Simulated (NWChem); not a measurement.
# Basis-set convergence for hydrogen (H₂)

SMILES: [H][H]
```xyz
2

H      0.0000     0.0000     0.3842
H      0.0000     0.0000    -0.3842
```
Charge 0, spin multiplicity 1.

All runs are NWChem calculations. Structure: optimised with PBE/def2-SVP, a minimum by its harmonic frequencies.

Quantity: LUMO energy at the level PBE0.

The Pople sets run with spherical d functions.

```tsv
basis	functions	LUMO energy (eV)
STO-3G	2	11.51
6-31G*	4	2.92
6-31+G*	4	2.92
3-21G	4	3.39
def2-SVPD	16	1.81
aug-cc-pVDZ	18	0.68
aug-pcseg-1	18	0.66
cc-pVTZ	28	1.86
aug-cc-pVTZ	46	0.65
def2-QZVP	60	1.42
```

Smallest basis within 0.2 eV of def2-QZVP, the largest set run: no smaller one. def2-QZVP isn't the basis-set limit itself, and a small set can land close by cancellation.

This LUMO lies above zero in the largest set, so its value hangs on the diffuse functions.
